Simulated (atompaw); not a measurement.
## What one change does to a pseudopotential (helium (He), PAW (atompaw))

| Quantity | Value |
| --- | --- |
| Element | He |
| Generator | atompaw 4.2.0.5 |
| Type | PAW |
| Functional | LDA (PW92) |
| Relativity | scalar-relativistic |
| Frozen core | none |
| Valence charge | 2 |
| Reference configuration | 1s2 |
| Partial waves | 1s (bound): rc 0.50 bohr; 1s channel at 0.1 Ry: rc 0.50 bohr; 2p channel at 0.3 Ry: rc 0.50 bohr |
| Local potential | ultrasoft scheme with l = 2 at -0.5 Ry, radius 0.35 bohr |
| Core correction | none |
| Augmentation charge | sinc compensation charge, radius 0.45 bohr; PAW radius 0.50 bohr; waves and projectors: custom polynom vanderbiltortho |

All-electron outer shells of the reference configuration (LDA (PW92), scalar-relativistic, ld1.x):

```tsv
shell	level (eV)	outermost node (bohr)	outermost maximum (bohr)
1s	-15.52	–	0.57
```

Change: all radii scaled by about 0.76 (s 0.38, p 0.38 bohr); local potential ultrasoft scheme with l = 2 at -0.5 Ry, radius 0.26 bohr; augmentation sinc compensation charge, radius 0.34 bohr; PAW radius 0.38 bohr; waves and projectors: custom polynom vanderbiltortho.

Cutoffs: the cutoffs (Ry, on a coarse ladder) from which the occupation-weighted sum of valence levels, in a spherical-Bessel basis at the reference potential, stays within 10 and 1 mRy of its value at 400 Ry; they do not see the model core or the augmentation charge, which bear on the density cutoff.

Problem. What does the change do?

Solution. The potential gets harder (110 Ry and 160 Ry → 160 Ry and 260 Ry); neither file shows a bound ghost. A smaller radius makes the pseudo-wave follow the all-electron one further in, where it bends more sharply, so more plane waves are needed.

```json
{"quantity": "cutoff, loose", "base": "110 Ry", "changed": "160 Ry"}
{"quantity": "cutoff, tight", "base": "160 Ry", "changed": "260 Ry"}
{"quantity": "bound ghosts", "base": "none", "changed": "none"}
{"quantity": "lowest overlap eigenvalue by channel", "base": "s 0.99, p 1.00", "changed": "s 1.00, p 1.00"}
```

 The cutoffs see the waves, projectors and local potential, not the compensation charge or the core.
